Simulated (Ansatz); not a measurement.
H3NO2SW (SMILES [NH2][W](=[O])([OH])=[S]) moved off its minimum; all values from Ansatz (an electronic-structure program), cores frozen in correlated methods. Elements past Kr take the def2 small-core potentials, without spin–orbit coupling.
(charge 0, multiplicity 1)
```xyz
8

W     -0.00682     0.16645     0.08427
O      1.07720     1.10599     0.90111
S      0.65267    -1.89342    -0.12731
O     -0.22053     0.96734    -1.68832
H     -0.27272     0.46438    -2.49052
N     -1.71777     0.19294     0.97908
H     -1.87045     0.80933     1.73159
H     -2.34840    -0.57045     1.02182
```

### Question
Give the forces (eV/Å), the total energy and the dipole at CCSD(T)/def2-TZVPPD.

### Answer

```csv
atom,Fx,Fy,Fz
W1,-2.310,-2.178,-4.156
O2,2.586,2.209,2.241
S3,-0.001,0.267,0.156
O4,0.196,0.049,1.613
H5,-0.024,-0.460,-0.465
N6,0.474,-0.049,-0.299
H7,-0.329,0.907,0.971
H8,-0.592,-0.744,-0.060
```
Energy -671.2801 hartree, dipole 3.26 D.
